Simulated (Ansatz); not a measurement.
The same path of C2H6FSi (10 atoms, charge 1, multiplicity 1) was run twice with different band settings. The coordinate that changes most is the dihedral H5–C1–C2–F3.

The calculation used RKS PBE/6-31G* (Ansatz 0.2.0).

Relaxed end points:

```xyz
10
Properties=species:S:1:pos:R:3
C -0.363 1.155 -0.810
C -0.211 -0.254 -0.480
F -0.614 -1.075 -1.400
Si 0.517 -1.030 1.156
H 0.003 1.828 -0.022
H -1.436 1.361 -1.031
H 0.147 1.365 -1.778
H 0.442 -2.504 1.008
H -0.372 -0.415 2.188
H 1.887 -0.431 1.169
```

```xyz
10
Properties=species:S:1:pos:R:3
C -0.309 1.129 -0.925
C -0.504 -0.144 -0.254
F -1.583 -0.787 -0.577
Si 0.619 -1.021 1.084
H -1.202 1.497 -1.454
H 0.512 0.963 -1.668
H 0.126 1.877 -0.232
H 0.649 -2.446 0.653
H -0.217 -0.783 2.302
H 1.910 -0.285 1.071
```

Common settings: movable images 7; spring 5.0 eV/Å²; start path through a guess of the saddle point; force threshold 0.03 eV/Å; end points relaxed.

| run | climbing image | optimiser | iteration limit |
| --- | --- | --- | --- |
| 1 | yes | quadratic models (default) | 34 |
| 2 | from the first iteration | lbfgs | 59 |

What does each run give, and how far can it be trusted?

Run 1: converged after 7 iterations, highest image 0.004 eV above the first end. The top lies less than 8 meV above the higher end, about what the thresholds resolve: that end is a shoulder or a very shallow well. A vibrational analysis at the climbing image gives 2 clearly imaginary modes (104i, 67i cm⁻¹): a point of higher order, so a lower path passes nearby.
Run 2: converged after 23 iterations, highest image 0.004 eV above the first end. The top lies less than 8 meV above the higher end, about what the thresholds resolve: that end is a shoulder or a very shallow well. Another band between the same ends (7 images) ends at a top of the same energy, where a vibrational analysis finds 2 clearly imaginary modes.
Limits of this set-up: the dipole of an ion depends on the origin.
